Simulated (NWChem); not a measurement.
BI2, doublet; SMILES I[B]I

Computed with NWChem. Spin-unrestricted. In the optimisation the excess spin sits in a1 (C2v, its own frame). Coordinates come from a PBE0/def2-SVP, spin-unrestricted optimisation. No frequency run checked for a minimum. No stability test was run on the SCF state. def2 effective core potentials on I; no spin-orbit coupling. Level SCAN/def2-SVP: energy and gradient on several grids; changes count from the extra-fine grid, which is no exact limit either.

```
grid     size of the energy change (μHa)  largest change of a gradient component (μHa/bohr)  time, medium = 1 (rough)
-------  -------------------------------  -------------------------------------------------  ------------------------
xcoarse                              800                                               1000                   about 1
coarse                               900                                                400                       0.5
medium                               600                                                100                   about 1
fine                                 200                                                 50                   about 1
xfine                               < 10                                               < 30                   about 1
```
